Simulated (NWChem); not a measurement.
# CH5Al; SMILES [CH3][AlH2]

Program: NWChem. Pople sets run with spherical d functions. STO-3G and 3-21G are far too small for this property and stand as cheap habits. All runs use the structure optimised with PBE0/def2-SVP. Field at 589 nm.

Order these runs by computing time, cheapest first, and give rough ratios: B3LYP/def2-SVP; B3LYP/aug-cc-pVDZ; B3LYP/STO-3G.

B3LYP/STO-3G (1), B3LYP/def2-SVP (3), B3LYP/aug-cc-pVDZ (30). Ratios are rough, from one shared machine; the cheapest took around 7 core-seconds (rough). What differs between the cheapest and the dearest: isotropic polarisability (bohr³) 16.5 → 46.8; anisotropy (bohr³) 7.3 → 13.7.
